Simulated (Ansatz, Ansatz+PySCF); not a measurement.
```xyz
2

Sc    0.0000    0.0000   -0.4158
O     0.0000    0.0000    1.0915
```

UHF-MP2 on doublet ScO was run in several spherical basis sets with Ansatz (development build ahead of 0.2.0). Frozen core: 6 orbitals.

Question: Rank the basis sets by the total energy that they give, lowest first, with the distance from the lowest.
A. 6-31G(d)
B. def2-SVP
C. cc-pVTZ
D. cc-pVDZ
E. def2-TZVP

Answer: C (0.00 eV), E (1.34 eV), D (4.09 eV), A (5.74 eV), B (9.69 eV).

Totals follow the description of the cores as much as that of the bonds, so this order isn't one of quality for chemistry.
